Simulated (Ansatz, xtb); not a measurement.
**BH8NO3Si: which of two structures lies lower**

We compare a, `[NH3+][BH2-]O[SiH](O)O`, a singlet, with b, a singlet given by its coordinates. Both are isolated molecules in the gas phase, relaxed with PBE0-D4/def2-SVP; the shapes shown needn't be the lowest conformers.

a (Å):

```json
{"atom": "B", "x (Å)": "-0.3056", "y (Å)": "-0.2679", "z (Å)": "-0.2428"}
{"atom": "N", "x (Å)": "0.2637", "y (Å)": "1.1871", "z (Å)": "-0.7612"}
{"atom": "O", "x (Å)": "-1.3119", "y (Å)": "-0.6400", "z (Å)": "-1.2311"}
{"atom": "O", "x (Å)": "-2.3324", "y (Å)": "-1.2453", "z (Å)": "-3.6515"}
{"atom": "O", "x (Å)": "0.0704", "y (Å)": "0.0694", "z (Å)": "-3.3251"}
{"atom": "Si", "x (Å)": "-0.9610", "y (Å)": "-1.1369", "z (Å)": "-2.7367"}
{"atom": "H", "x (Å)": "1.0778", "y (Å)": "1.4901", "z (Å)": "-0.2279"}
{"atom": "H", "x (Å)": "-0.4557", "y (Å)": "1.9075", "z (Å)": "-0.6954"}
{"atom": "H", "x (Å)": "0.5117", "y (Å)": "1.0754", "z (Å)": "-1.7571"}
{"atom": "H", "x (Å)": "-0.7759", "y (Å)": "-0.0682", "z (Å)": "0.8707"}
{"atom": "H", "x (Å)": "0.6970", "y (Å)": "-0.9871", "z (Å)": "-0.2327"}
{"atom": "H", "x (Å)": "-0.2806", "y (Å)": "-2.4464", "z (Å)": "-2.8743"}
{"atom": "H", "x (Å)": "-3.0490", "y (Å)": "-0.6624", "z (Å)": "-3.3819"}
{"atom": "H", "x (Å)": "0.4434", "y (Å)": "-0.0714", "z (Å)": "-4.2005"}
```

b (Å):

```xyz
14

B    -1.0851    0.2576   -0.0898
N     0.5058    0.2403   -0.8527
O    -1.6574    1.4826   -0.4987
O    -1.7651   -0.8651   -0.6204
O    -0.6479    0.1739    1.2879
Si    1.7313   -0.4724    0.2609
H    -1.6273    2.1004    0.2352
H    -1.4648   -1.6795   -0.2101
H    -1.3393   -0.1899    1.8478
H     0.3752   -0.2774   -1.7230
H     0.6938    1.2093   -1.1133
H     2.0540    0.4908    1.3384
H     2.9706   -0.7013   -0.5507
H     1.2432   -1.7984    0.7175
```

Close contacts (Å): B1–N2 1.76, B1–O3 1.41, B1–O4 1.42, B1–O5 1.45, N2–Si6 1.80, N2–H10 1.02, N2–H11 1.02, O3–H7 0.96, O4–H8 0.96, O5–H9 0.96, Si6–H12 1.48, Si6–H13 1.50, Si6–H14 1.48.

Task: Estimate E(b) − E(a) at the level CCSD(T)/def2-SVP + ΔMP2/def2-TZVPP.

Result: Calculated at CCSD(T)/def2-SVP + ΔMP2/def2-TZVPP: E(b) − E(a) = +122.5 kJ/mol, so structure a lies lower.

The same difference at several levels:

```
                             level          geometry  E(b) − E(a) (kJ/mol)  departure from the last row (kJ/mol)  job, with rough time for the two
                  PBE0-D4/def2-SVP  PBE0-D4/def2-SVP                   +68.8                                 −53.7                optimisation, 52 s
                       HF/def2-SVP  PBE0-D4/def2-SVP                   +74.6                                 −47.9           part of the CCSD(T) run
                      MP2/def2-SVP  PBE0-D4/def2-SVP                   +80.1                                 −42.3           part of the CCSD(T) run
                  CCSD(T)/def2-SVP  PBE0-D4/def2-SVP                   +73.2                                 −49.3                      single point
CCSD(T)/def2-SVP + ΔMP2/def2-TZVPP  PBE0-D4/def2-SVP                  +122.5                                                      single point, 32 s
```

None of the levels shown reverses the order. The largest departure from CCSD(T)/def2-SVP + ΔMP2/def2-TZVPP is that of PBE0-D4/def2-SVP, 53.7 kJ/mol. Levels run at GFN2-xTB geometries aren't shown. The last row adds to CCSD(T) the change of the MP2 difference between the two basis sets, here +49.3 kJ/mol, a large step that makes the value less sure.

With thermal terms from frequencies at re-optimised GFN2-xTB minima (ideal gas, soft modes damped towards free rotors, one conformer each, 298.15 K, 1 atm): on the last row, ΔE + ΔZPE = +110.7, ΔH = +110.8, ΔG = +112.1 kJ/mol.

The correlated steps freeze 10 core orbitals. Codes used: Ansatz 0.2.0, xtb 6.7.1; the last row on 2 threads of Intel(R) Xeon(R) 6975P-C (Granite Rapids) on a shared host.
